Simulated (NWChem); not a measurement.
C$_{2}$H$_{3}$FSi; SMILES C#C[SiH2]F

Results from NWChem. Pople sets run with spherical d functions. The geometry was optimised at PBE0/def2-SVP. Level: B3LYP/6-31G* with SMD (1 M gas to 1 M solution), gas-phase geometry. Reactions with the solvent are ignored.

For solvent water:

- solvation free energy (kcal/mol): 1.2
- cavity-dispersion-structure term (kcal/mol): 5.1

Question: How do the values read with solvent 1-octanol instead?

Answer: solvation free energy (kcal/mol): -0.9
cavity-dispersion-structure term (kcal/mol): 2.6
